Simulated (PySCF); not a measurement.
Computed shifts of a molecule C₃H₉NSi, B3LYP/pcSseg-1 run with PySCF, GIAO, gas phase, equivalent atoms averaged, in ppm (number of nuclei): ¹⁵N: 33.0 (1). ²⁹Si: -12.6 (1). ¹³C: 27.3 (1), 25.4 (1), 17.6 (1). ¹H: 4.92 (1), 2.19 (1), 1.57 (1), 1.53 (1), 1.50 (1), 1.46 (1), 1.44 (1), 1.34 (1), 0.93 (1). References: ¹⁵N against NH3 (σ = 265.5 ppm); ²⁹Si against TMS (σ = 338.7 ppm); ¹³C against TMS (σ = 181.3 ppm); ¹H against TMS (σ = 31.68 ppm), references at their B3LYP-D3(BJ)/def2-TZVP geometries, non-relativistic. The structure is a stationary point at PBE0-D3(BJ)/def2-SVP. One conformer was computed; it need not be the lowest.

**Question.** Which structure fits?
A. C/N=C/[SiH2]C
B. N[SiH]1CCC1
C. C1CN[SiH2]C1
D. NC/C=C/[SiH3]

**Answer.** B, N[SiH]1CCC1
